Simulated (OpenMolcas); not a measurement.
## Rh⁺: thermal populations, the spin-orbit constant, worked from levels

```
Program             : OpenMolcas 26.06
Basis               : ANO-RCC-VTZP [7s6p4d2f1g]
Scalar Hamiltonian  : DKH2, point nucleus
Active space        : 8 electrons in 5 orbitals (4d)
State averaging     : 2S+1 = 3 even, 10 roots; 2S+1 = 1 even, 15 roots
Spin-orbit coupling : RASSI with atomic mean-field integrals over the reference wave functions, term energies averaged over their components
```

Methods: CASSCF; SS-CASPT2, IPEA 0.25 Eh, imaginary shift 0.1 Eh (closed shells correlated: 4s 4p). Measured levels: NIST Handbook of Basic Atomic Spectroscopic Data.

**Thermal populations.** Z = Σ (2J + 1) exp(-E/kT) with k = 0.695035 cm-1/K, over the levels below. No other level of either list lies under 8110 cm-1, which is above 7 kT at each temperature.

```
  Level  2J + 1  SS-CASPT2  measured
4d8 3F4       9        0.0       0.0
4d8 3F3       7       2370      2401
4d8 3F2       5       3530      3581
```

```csv
T (K),"Z, SS-CASPT2","Z, measured levels","Ground level (%), SS-CASPT2","Ground level (%), measured levels"
1000,9.262,9.250,97.2,97.3
```

At 1000 K, kT = 695 cm-1, and the computed levels give Z = 9.000 + 0.231 + 0.031 = 9.262.

**The spin-orbit constant.** For the Hund term 3F of d8, E(J) = (A/2) J(J+1) + constant and ζ = -2S·A = -2A. From J = 2 to J = 4 the energy changes by 7 A.

```csv
Source,E(4) - E(2),A,ζ
CASSCF,-3714.8,-530.7,1061
SS-CASPT2,-3531.6,-504.5,1009
measured,-3580.7,-511.5,1023
```

All in cm-1. SS-CASPT2 is off by -1.4 % and CASSCF by +3.7 %. Both methods take the spin-orbit matrix elements from the reference wave functions, so the second can move ζ only through the term energies and any multistate remixing. Second-order mixing with other terms is absorbed into this ζ.

Term energies are means over components that CASPT2 splits; among the terms shown or strongly mixed into the levels shown the widest spread is 430 cm-1 (4d8 3F, SS-CASPT2). Configurations with an s electron lie low at this charge and mix in, so terms can be misplaced. Without dynamic correlation excited terms often stand tens of per cent too high (terms of higher spin than the ground term too low), and those without a measured partner can miss by more than the paired ones (holds for CASSCF). Measured partners are found by configuration, term and J. A level has none where our copy of the source lacks it or the pairing is in doubt (some pairs that miss far off the trend of their configuration count as doubtful), and it then counts in no deviation. Only configurations of the active space appear.
